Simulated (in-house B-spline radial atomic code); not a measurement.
Orbital energies and mean radii along the 13-electron series, configuration [Ne] 3s2 3p1. The effective charge is n√(-2ε), a non-relativistic measure. Computed with a B-spline radial code for spherical atoms: non-relativistic Hartree-Fock, average of the configuration, point nuclei.

This level leaves out relativity, spin-orbit splitting included, which matters for heavy ions.

```
  ion   Z  energy of 3p (Eh)  mean radius of 3p (bohr)  energy of 2p (Eh)  mean radius of 2p (bohr)  energy of 1s (Eh)  mean radius of 1s (bohr)  energy of 3s (Eh)  mean radius of 3s (bohr)  effective charge of 3p
Zr27+  40            -50.682                   0.38758            -130.41                   0.14104            -699.76                  0.038115            -52.771                   0.40369                  30.204
Nb28+  41            -54.116                   0.37583            -138.63                   0.13717            -737.52                  0.037172            -56.276                   0.39189                  31.211
Mo29+  42                  ?                         ?                  ?                         ?                  ?                         ?                  ?                         ?                       ?
Tc30+  43                  ?                         ?                  ?                         ?                  ?                         ?                  ?                         ?                       ?
Ru31+  44            -65.088                   0.34453            -164.81                   0.12673            -856.83                  0.034603            -67.458                   0.36032                  34.228
```

Question: Fill in the row of Mo29+.

Answer: energy of 3p (Eh): -57.662; mean radius of 3p (bohr): 0.36478; energy of 2p (Eh): -147.11; mean radius of 2p (bohr): 0.1335; energy of 1s (Eh): -776.29; mean radius of 1s (bohr): 0.036275; energy of 3s (Eh): -59.892; mean radius of 3s (bohr): 0.38076; effective charge of 3p: 32.217.

Question: Fill in the row of Tc30+.

Answer: energy of 3p (Eh): -61.32; mean radius of 3p (bohr): 0.35437; energy of 2p (Eh): -155.83; mean radius of 2p (bohr): 0.13002; energy of 1s (Eh): -816.06; mean radius of 1s (bohr): 0.035419; energy of 3s (Eh): -63.619; mean radius of 3s (bohr): 0.37026; effective charge of 3p: 33.223.

Question: How does the screening of 3p change?

Answer: Z less the effective charge goes from 9.80 at Z = 40 to 9.77 at Z = 44.
